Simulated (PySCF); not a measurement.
Compound: C2H5NO2Si.
Numbering: `[CH3:1][O:2][Si@H:3]([OH:4])[C:5]#[N:6]` (hydrogens: H7, H8, H9 on C1; H10 on Si3; H11 on O4)

Method: PBE0-D3(BJ)/def2-SVP geometry optimisation, gas phase in PySCF 2.14.0; density fitting, grid level 1; the optimiser is geomeTRIC in internal coordinates, started from a GFN2-xTB structure with every atom displaced at random (about 0.01 Å).

Step 2: E = -15598.5251 eV
```
atom  x, y, z in Å  |  force x, y, z in eV/Å
C1      1.7526   -0.0509    0.2435    0.029   0.033  -0.008
O2      0.5622   -0.7279   -0.0702   -0.003  -0.051   0.010
Si3    -0.9682   -0.3505    0.3907   -0.029   0.036  -0.077
O4     -2.0389   -1.2603   -0.4500   -0.010  -0.090   0.104
C5     -1.1959    1.4631   -0.0117    0.039   0.002   0.032
N6     -1.2814    2.5989   -0.2309   -0.011  -0.006  -0.018
H7      1.6815    1.0280    0.0196   -0.001   0.000   0.003
H8      2.5690   -0.4746   -0.3601   -0.035  -0.005  -0.001
H9      2.0176   -0.1707    1.3082   -0.007   0.005   0.001
H10    -1.2435   -0.5182    1.8332   -0.013  -0.005  -0.002
H11    -1.8206   -1.5586   -1.3371    0.042   0.081  -0.044
```

Step 3: E = -15598.5298 eV
```
atom  x, y, z in Å  |  force x, y, z in eV/Å
C1      1.7475   -0.0510    0.2389   -0.068   0.069   0.013
O2      0.5581   -0.7397   -0.0581    0.073  -0.003   0.018
Si3    -0.9707   -0.3555    0.3990    0.023   0.064   0.052
O4     -2.0303   -1.2703   -0.4446   -0.076  -0.114   0.014
C5     -1.1898    1.4587   -0.0048    0.029   0.005   0.024
N6     -1.2732    2.5932   -0.2313   -0.009  -0.011  -0.013
H7      1.6725    1.0229   -0.0096   -0.003  -0.023   0.005
H8      2.5609   -0.4860   -0.3555    0.042  -0.037  -0.041
H9      2.0125   -0.1443    1.3058    0.003  -0.003   0.008
H10    -1.2557   -0.5311    1.8386   -0.009   0.017   0.001
H11    -1.7972   -1.5186   -1.3432   -0.004   0.035  -0.081
```

Step 4: E = -15598.5333 eV
```
atom  x, y, z in Å  |  force x, y, z in eV/Å
C1      1.7440   -0.0482    0.2349   -0.100   0.053   0.011
O2      0.5586   -0.7548   -0.0384    0.088   0.028   0.031
Si3    -0.9724   -0.3670    0.4101    0.059   0.045   0.096
O4     -2.0234   -1.2847   -0.4420   -0.052  -0.079  -0.052
C5     -1.1792    1.4480    0.0045    0.009   0.005   0.006
N6     -1.2594    2.5806   -0.2324   -0.005  -0.008  -0.007
H7      1.6596    1.0166   -0.0469    0.001  -0.019   0.004
H8      2.5592   -0.4964   -0.3471    0.045  -0.036  -0.037
H9      2.0099   -0.1052    1.3040    0.011  -0.007   0.008
H10    -1.2721   -0.5449    1.8463   -0.007   0.015  -0.003
H11    -1.7904   -1.4658   -1.3577   -0.051   0.005  -0.056
```

Question: Estimate the geometry and energy of step 5. (The exact step hangs on the optimiser's Hessian estimate; all steps are aligned on step 4, rigid shifts and turns removed.)

Answer: E = -15598.5366 eV, largest force 0.077 eV/Å
```
atom  x, y, z in Å  |  force x, y, z in eV/Å
C1      1.7440   -0.0423    0.2337   -0.062   0.005  -0.005
O2      0.5657   -0.7698   -0.0130    0.040   0.043   0.044
Si3    -0.9707   -0.3828    0.4215    0.048  -0.008   0.057
O4     -2.0169   -1.3007   -0.4418    0.021   0.004  -0.069
C5     -1.1669    1.4326    0.0123   -0.010   0.000  -0.011
N6     -1.2458    2.5624   -0.2379   -0.001  -0.003  -0.001
H7      1.6487    1.0109   -0.0841    0.001  -0.006   0.002
H8      2.5617   -0.5047   -0.3353    0.027  -0.010  -0.014
H9      2.0131   -0.0605    1.3035    0.010  -0.006   0.003
H10    -1.2895   -0.5620    1.8529    0.000   0.001  -0.003
H11    -1.8090   -1.4050   -1.3767   -0.074  -0.019  -0.004
```

The energy changes by -0.0033 eV. The first-order estimate −F·Δx gives -0.0047 eV and the mean of the old and new forces, exact on a quadratic surface, -0.0031 eV. The step makes an angle of 80° with the force vector and moves no atom by more than 0.066 Å.

The cost below is that of the whole optimisation. On one thread, Arm Neoverse V2 (aarch64) (shared host), this took 49 s of wall time and 0.47 GiB of memory at its peak.
